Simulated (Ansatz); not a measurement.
CH$_{6}$BGaO (`BC[O][GaH2]`). Charge 0, multiplicity 1.

```xyz
10

B    -0.954   -0.353    1.109
C    -0.758   -0.549   -0.412
O     0.538   -0.502   -0.959
Ga    1.682    0.821   -0.598
H    -0.024   -0.225    1.855
H    -2.067   -0.375    1.552
H    -1.179   -1.557   -0.603
H    -1.455    0.105   -0.965
H     1.120    2.026    0.229
H     3.097    0.609   -1.207
```

(1) What are the harmonic wavenumbers in cm⁻¹ at PBE0-D4/def2-TZVP (Ansatz, finite differences of forces, unscaled)? (Best estimate.)

(2) Is this a minimum?

(3) Give the ideal-gas thermochemistry at 298.15 K and 1 bar (rigid rotor, harmonic oscillator; point group C1, symmetry number 1).

(4) Rotational constants (cm⁻¹)?

## Answers

(1) The calculation gave: 86, 142, 188, 265, 386, 497, 516, 615, 629, 718, 804, 960, 1048, 1154, 1224, 1247, 1325, 1402, 1980, 2028, 2568, 2652, 2927, 2968.

(2) Yes, all 24 modes are real.

(3) Zero-point energy 169.5 kJ/mol; H(298) − E = 189.5 kJ/mol; entropy 336.4 J/(mol·K), of which translation 168.0, rotation 108.3, vibration 60.1; G(298) − E = 89.2 kJ/mol. Modes under 100 cm⁻¹ are hindered rotations or soft bends, so the harmonic entropy is rough.

(4) 0.4268, 0.08535, 0.07446.
